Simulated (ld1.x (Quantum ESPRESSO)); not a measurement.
## rhodium, ultrasoft: configuration errors across variants

* Element: rhodium
* Generator: ld1.x (Quantum ESPRESSO) 7.5
* Type: ultrasoft
* Functional: LDA (PZ)
* Relativity: fully relativistic
* Frozen core: [Kr]
* Valence charge: 9
* Reference configuration: 4d8 5s0 5p0 (charge +1)
* Partial waves: 5s (bound, empty): rcut 2.45, rcutus 2.75 bohr; 5s channel at -0.2 Ry: rcut 2.45, rcutus 2.75 bohr; 5p (bound, empty): rcut 2.60, rcutus 2.80 bohr; 5p channel at 1.1 Ry: rcut 2.60, rcutus 2.80 bohr; 4d (bound): rcut 1.85, rcutus 2.20 bohr; 4d channel at 0.85 Ry: rcut 1.85, rcutus 2.20 bohr
* Local potential: all-electron potential smoothed inside 2.70 bohr (lloc = -1)
* Core correction: a·sin(br)/r model core, default radius (core density twice the valence density)
* Augmentation charge: PSQ, inside the norm-conserving radii

Open shells are filled in proportion to 2j + 1 (rel_dist='average').

All-electron excitation energies from the reference (eV): (1) 4d8 5s1 5p0 -7.793; (2) 4d7 5s0 5p0 19.767; (3) 4d6 5s0 5p0 52.500; (4) 4d7 5s1 5p1 -1.176; (5) 4d9 5s0 5p0 -8.638; (6) 4d5 5s0 5p0 99.644; (7) 4d8 5s0 5p1 -4.059.

Tests that are not counted but printed errors over 1 eV. “type PAW; local potential all-electron potential smoothed inside 1.85 bohr (lloc = -2)”: 4d5 5s0 5p0 (solver errors, printed error -237 eV).

3 further variants failed, have other tests or another functional or relativity, and are left out.

Errors AE − PS in meV (a dash: test not solved or not reliable):

```csv
change,(1),(2),(3),(4),(5),(6),(7),bound ghosts
base,-7.0,-39,-311,-30,-31,-1359,+0.2,none
"wave 5p channel at 1.1 Ry: rcut 2.60, rcutus 2.80 bohr becomes 5p channel at 1.18 Ry: rcut 2.60, rcutus 2.80 bohr",-7.0,-39,-311,-30,-31,-1359,+0.2,none
"augmentation PSQ, radius 1.80 bohr",-1.6,-48,-246,-39,-34,-933,-0.4,none
type PAW; local potential all-electron potential smoothed inside 1.85 bohr (lloc = -2),-1.7,-64,-387,-52,-16,–,-0.6,not determined
```

Q: Give the same row for: waves 5s (bound): rcut 2.44, rcutus 2.58 bohr; 5s channel at -0.2 Ry: rcut 2.44, rcutus 2.58 bohr.

A: -4.1, -39, -311, -20, -31, -1359, +0.2; bound ghosts: none.
